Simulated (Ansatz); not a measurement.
Geometry optimisation, RKS PBE0/def2-SVP (Ansatz 0.2.0).

The input (input.yaml):

```yaml
crystal:
  periodic: [false, false, false]
  atoms:
    - { symbol: C, position_ang: [-0.3722, 1.0994, -0.0436] }
    - { symbol: S, position_ang: [0.6442, 0.5568, 1.2873] }
    - { symbol: Mg, position_ang: [0.7294, -1.6764, 0.3185] }
    - { symbol: Cl, position_ang: [0.9463, -3.848, -0.6049] }
    - { symbol: H, position_ang: [-1.3532, 0.5396, -0.0883] }
    - { symbol: H, position_ang: [-0.6676, 2.2295, 0.1054] }
    - { symbol: H, position_ang: [0.1342, 1.031, -1.0202] }
basis:
  gaussian: { orbitals: def2-SVP }
hamiltonian:
  xc: pbe0
relax:
  f_tol: 0.02
  max_steps: 40
scf:
  lower_state_search: "off"
```

Launched with:

```bash
$ ansatz run input.yaml --threads 1 --pin off --max-ram 2048MiB --backend cpu --events-out ev --progress --plain --runs-dir out
```

Question: Where does it end, and by what steps?

Answer: The forces met the threshold. After 5 steps the energy has fallen by 0.472 eV; S2 moved furthest, 0.28 Å.

```json
{"step": "0", "energy less start (eV)": "0.0000", "largest force component (eV/Å)": "2.185", "accepted": "yes"}
{"step": "1", "energy less start (eV)": "-0.4281", "largest force component (eV/Å)": "0.947", "accepted": "yes"}
{"step": "2", "energy less start (eV)": "-0.4640", "largest force component (eV/Å)": "0.278", "accepted": "yes"}
{"step": "3", "energy less start (eV)": "-0.4697", "largest force component (eV/Å)": "0.047", "accepted": "yes"}
{"step": "4", "energy less start (eV)": "-0.4717", "largest force component (eV/Å)": "0.039", "accepted": "yes"}
{"step": "5", "energy less start (eV)": "-0.4722", "largest force component (eV/Å)": "0.018", "accepted": "yes"}
```

```xyz
7
Properties=species:S:1:pos:R:3
C -0.440 1.173 -0.091
S 0.619 0.321 1.142
Mg 0.821 -1.816 0.321
Cl 1.038 -3.877 -0.429
H -1.437 0.716 -0.169
H -0.567 2.205 0.264
H 0.027 1.211 -1.085
```

Whether the end is a true minimum wasn't checked by a vibrational analysis.

Run time: 16 s on 1 thread of Arm Neoverse V2 (shared host), peak memory 0.15 GiB.
